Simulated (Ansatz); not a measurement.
C₃H₉Sb⁺, that is SbH2(iPr) with one electron fewer. Total charge 1; doublet. Geometry r2SCAN-D4/def2-SVP, that of the neutral singlet; atoms count from 1.

```xyz
13

Sb    0.506   -1.209   -1.660
H     2.156   -0.736   -1.782
H     0.953   -2.617   -0.779
C     0.180   -0.016    0.185
C    -1.096   -0.478    0.880
C     0.149    1.469   -0.158
H     1.051   -0.232    0.826
H    -1.058   -1.544    1.159
H    -1.984   -0.329    0.241
H    -1.264    0.099    1.807
H    -0.001    2.075    0.754
H     1.086    1.809   -0.628
H    -0.679    1.710   -0.846
```

In the def2 sets Sb takes a core potential; there is no spin–orbit coupling.

Problem. Estimate the Mulliken populations from the PBE0/def2-TZVP orbitals of Ansatz.

Solution. 
```csv
atom,charge (e),spin (α − β)
Sb1,0.51,0.59
H2,0.09,0.01
H3,0.09,0.01
C4,-0.17,0.27
C5,-0.39,0.00
C6,-0.39,0.00
H7,0.19,0.03
H8,0.17,0.00
H9,0.17,0.01
H10,0.19,0.03
H11,0.19,0.03
H12,0.17,0.00
H13,0.17,0.01
```
Mulliken values depend strongly on the basis.

Problem. Where does the spin sit?

Solution. Summed by element: Sb 0.59, H 0.13, C 0.28, of 1 unpaired in all. Largest on single atoms: Sb1 0.59, C4 0.27, H7 0.03.

Problem. And the Mayer bond orders between heavy atoms (over 0.3)?

Solution. Sb1–C4 0.82 (2.22 Å); C4–C5 1.04 (1.52 Å); C4–C6 1.04 (1.52 Å).
